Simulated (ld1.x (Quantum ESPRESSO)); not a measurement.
# Logarithmic derivatives: Ge (Z = 32), TM

ld1.x (Quantum ESPRESSO) 7.5 input, shortened:

```
&input
   title='Ge', zed=32., rel=2, dft='PBE', iswitch=3,
   config='[Ar] 3d10 4s2 4p2', rel_dist='average'
 /
 &inputp
   pseudotype=2, tm=.true., lloc=-2, rcloc=0.80,
   nlcc=.true., new_core_ps=.true.
 /
3
4S  1  0   2.00   0.00  1.85  1.85  0.0
4P  2  1   2.00   0.00  1.50  1.50  0.0
3D  3  2  10.00   0.00  1.05  1.05  0.0
 &test
   configts(1)='3d10 4s2 4p2'
 /
```

Open shells are filled in proportion to 2j + 1 (rel_dist='average').

The phase is arctan(r·u′/u) with u = r·R(r), unwrapped; energies in Ry, scanned from -4 to 5 Ry. A pole is an energy at which the radial function vanishes at the test radius. The pseudo phase is shifted by a multiple of π to meet the all-electron one at the reference energy, and phase errors are pseudo minus all-electron; the curves can meet again beyond the range given. Levels narrower than the energy grid can be missing from the lists of poles.

| channel | radius (bohr) | reference energy (Ry) | poles, all-electron | poles, pseudo | unbroken range about the reference energy with phases within 0.05 rad | phase error 1 Ry above the reference energy (rad) |
| --- | --- | --- | --- | --- | --- | --- |
| s | 2.00 | -0.86 | 2.13 | 2.09 | the whole range | -0.001 |
| p1/2 | 2.00 | -0.30 | 3.60 | 1.78 | below 0.8 | -0.043 |
| p3/2 | 2.00 | -0.28 | 3.73 | 1.58 | below 0.6 | -0.060 |
| d3/2 | 2.00 | -2.18 | -2.07 | -2.07 | below 1.9 | +0.001 |
| d5/2 | 2.00 | -2.14 | -2.02 | -2.02 | below 2.0 | +0.001 |

Note: ghost state, extra bound levels that the all-electron valence spectrum of the same l lacks: s at -83.9 eV. A true bound ghost makes a file unfit for plane-wave use.

Phases in the d5/2 channel:

| E (Ry) | all-electron | pseudo |
| --- | --- | --- |
| -4.00 | 1.314 | 1.314 |
| -3.76 | 1.303 | 1.303 |
| -3.52 | 1.290 | 1.290 |
| -3.28 | 1.274 | 1.274 |
| -3.04 | 1.251 | 1.252 |
| -2.80 | 1.215 | 1.216 |
| -2.56 | 1.140 | 1.140 |
| -2.32 | 0.790 | 0.790 |
| -2.08 | -1.463 | -1.463 |
| -1.84 | -1.718 | -1.718 |
| -1.60 | -1.788 | -1.788 |
| -1.36 | -1.828 | -1.827 |
| -1.12 | -1.858 | -1.858 |
| -0.88 | -1.886 | -1.885 |
| -0.64 | -1.913 | -1.912 |
| -0.40 | -1.943 | -1.941 |
| -0.16 | -1.975 | -1.973 |
| 0.08 | -2.013 | -2.010 |
| 0.32 | -2.058 | -2.054 |
| 0.56 | -2.112 | -2.107 |
| 0.80 | -2.182 | -2.174 |
| 1.04 | -2.272 | -2.260 |
| 1.28 | -2.392 | -2.375 |
| 1.52 | -2.555 | -2.530 |
| 1.76 | -2.778 | -2.740 |
| 2.00 | -3.065 | -3.013 |
| 2.24 | -3.386 | -3.327 |
| 2.48 | -3.686 | -3.628 |
| 2.72 | -3.924 | -3.876 |
| 2.96 | -4.100 | -4.061 |
| 3.20 | -4.229 | -4.197 |
| 3.44 | -4.325 | -4.298 |
| 3.68 | -4.398 | -4.375 |
| 3.92 | -4.455 | -4.435 |
| 4.16 | -4.501 | -4.484 |
| 4.40 | -4.540 | -4.523 |
| 4.64 | -4.572 | -4.556 |
| 4.88 | -4.599 | -4.585 |
